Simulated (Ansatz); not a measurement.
One change: `ClB[SiH]1C[SiH2]1` becomes `CB[SiH]1C[SiH2]1`.

Ansatz, PBE0-D4/def2-TZVP geometries, multiplicity 1. Each molecule was computed in one conformer, which needn't be the lowest.

| property | `ClB[SiH]1C[SiH2]1` |
| --- | --- |
| HOMO energy (PBE0/def2-TZVPP) / eV | -6.65 |
| size of the dipole moment (B3LYP/def2-TZVPP) / D | 1.10 |
| HOMO–LUMO gap (ωB97M-V/def2-TZVPP) / eV | 8.27 |
| HOMO energy (ωB97M-V/def2-TZVPP) / eV | -8.53 |
| HOMO energy (B3LYP/def2-TZVPP) / eV | -6.45 |
| size of the dipole moment (PBE/def2-TZVPP) / D | 1.22 |

Task: Give the same properties after the change, and the shifts. (Estimate.)

Result: Ansatz gave: 
```
                                        property  `CB[SiH]1C[SiH2]1`  shift
              HOMO energy (PBE0/def2-TZVPP) / eV               -6.75  -0.10
size of the dipole moment (B3LYP/def2-TZVPP) / D                1.49   0.39
         HOMO–LUMO gap (ωB97M-V/def2-TZVPP) / eV                8.34   0.07
           HOMO energy (ωB97M-V/def2-TZVPP) / eV               -8.65  -0.12
             HOMO energy (B3LYP/def2-TZVPP) / eV               -6.55  -0.10
  size of the dipole moment (PBE/def2-TZVPP) / D                1.43   0.21
```

Dipoles are sizes alone; their direction can turn.

B3LYP here is the variant with VWN-RPA as its local correlation; programs differ in this.
